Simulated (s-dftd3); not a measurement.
C₄H₈, triplet, geometry from GFN2-xTB (a higher spin typed on purpose: for a closed-shell molecule this is an excited state); D3(bjm) for bp86 (s-dftd3).

The s-dftd3 input:
```
$ s-dftd3 mol.xyz --bjm bp86 --json dftd3.json --noedisp --grad

# file mol.xyz
12

C     -1.15624507    -0.87916860    -0.04051442
C     -0.01256111     0.08350426     0.01189816
C      1.36521109    -0.48911726    -0.09391931
C     -0.22788925     1.49221281     0.14524560
H     -1.01654276    -1.68594538     0.68395579
H     -1.22938198    -1.34750214    -1.02810732
H     -2.09715668    -0.37703551     0.16949563
H      1.59582270    -1.11669389     0.77353669
H      2.11067560     0.29966423    -0.15358709
H      1.45354928    -1.12579148    -0.97865012
H     -0.35123030     2.13528041    -0.71439919
H     -0.27682982     1.97343663     1.11149528
```

**Question.** Predict the main parts of the log of this s-dftd3 run.

**Answer.** 
```
-----------------------------------
 s i m p l e   D F T - D 3  v1.4.0
-----------------------------------

Rational (Becke-Johnson) damping: bp86-D3(BJ)
---------------------
  s6         1.0000
  s8         3.1403
  s9         0.0000
  a1         0.8218
  a2         2.7282
 alp        14.0000
--------------------

Dispersion energy:      -1.3865614540836E-02 Eh

Gradient norm:           1.2000029973424E-03 Eh/a0
--------------------------------------------------
     #    Z           dE/dx      dE/dy      dE/dz
--------------------------------------------------
     1    6 C    -2.920E-04 -2.043E-04 -1.088E-05
     2    6 C    -1.214E-06  8.168E-06  1.278E-06
     3    6 C     3.396E-04 -1.073E-04 -1.905E-05
     4    6 C    -7.333E-05  4.809E-04  4.758E-05
     5    1 H    -2.416E-04 -2.316E-04  9.208E-05
     6    1 H    -2.572E-04 -1.977E-04 -1.270E-04
     7    1 H    -2.873E-04 -1.302E-04  1.281E-05
     8    1 H     3.056E-04 -1.345E-04  9.306E-05
     9    1 H     3.126E-04 -3.457E-05 -2.601E-05
    10    1 H     2.984E-04 -1.265E-04 -1.293E-04
    11    1 H    -5.685E-05  3.497E-04 -8.240E-05
    12    1 H    -4.662E-05  3.278E-04  1.478E-04
--------------------------------------------------

Virial:
--------------------------------------------------
      component           x          y          z
--------------------------------------------------
          x       6.796E-03  8.785E-05 -1.795E-04
          y       8.785E-05  6.297E-03  4.736E-04
          z      -1.795E-04  4.736E-04  1.192E-03
--------------------------------------------------

[Info] JSON dump of results written to 'dftd3.json'
```
